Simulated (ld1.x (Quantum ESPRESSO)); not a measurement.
## Hf (Z = 72), ultrasoft: configuration errors across variants

hafnium (Hf), ultrasoft, made with ld1.x (Quantum ESPRESSO) 7.5 (revPBE, scalar-relativistic). Core [Xe] 4f14, reference 5d2 6s2 6p0. Waves: 6s (bound): rcut 2.50, rcutus 2.85 bohr; 6s channel at 2.7 Ry: rcut 2.50, rcutus 2.85 bohr; 6p (bound, empty): rcut 3.30, rcutus 4.40 bohr; 6p channel at 0.25 Ry: rcut 3.30, rcutus 4.40 bohr; 5d (bound): rcut 2.35, rcutus 3.05 bohr; 5d channel at 0.7 Ry: rcut 2.35, rcutus 3.05 bohr. Local part: all-electron potential smoothed inside 2.75 bohr (lloc = -1). Core correction: Bessel-smoothed model core inside 1.50 bohr. Augmentation charge: PSQ, inside the norm-conserving radii.

All-electron excitation energies from the reference (eV): (1) 5d2 6s1 6p0 7.903; (2) 5d2 6s0 6p0 21.935; (3) 5d1 6s0 6p0 43.610; (4) 5d2 6s1 6p1 3.801; (5) 5d2 6s1.5 6p0 3.225; (6) 5d2 6s0 6p2 7.789.

4 further variants failed, have other tests or another functional or relativity, and are left out.

A true bound ghost makes a file unfit for plane-wave use even where its test errors are small: the radial tests pick states by their node count and pass the ghost by.

Errors AE − PS in meV (a dash: test not solved or not reliable):

| change | (1) | (2) | (3) | (4) | (5) | (6) | bound ghosts |
| --- | --- | --- | --- | --- | --- | --- | --- |
| base | -6.6 | -42 | -264 | -3.3 | -1.9 | -11 | none |
| local potential all-electron potential smoothed inside 3.25 bohr (lloc = -1) | -6.7 | -42 | -263 | -3.4 | -1.9 | -12 | none |
| waves 6s (bound): rcut 2.50, rcutus 4.08 bohr; 6s channel at 2.7 Ry: rcut 2.50, rcutus 4.08 bohr | -7.5 | -57 | -235 | -4.4 | -1.9 | -16 | none |
| type TM; waves now 6s (bound): rc 2.85 bohr; 6p (bound): rc 4.40 bohr; 5d (bound): rc 3.05 bohr; local potential the d channel | -11 | -58 | -255 | -1.5 | -3.0 | +14 | s |
| waves 5d (bound): rcut 2.35, rcutus 3.54 bohr; 5d channel at 0.7 Ry: rcut 2.35, rcutus 3.54 bohr | -6.9 | -46 | -248 | -3.3 | -2.0 | -12 | none |

Give the same row for: core correction Bessel-smoothed model core inside 1.88 bohr.

-6.6, -41, -264, -3.3, -1.9, -11; bound ghosts: none.
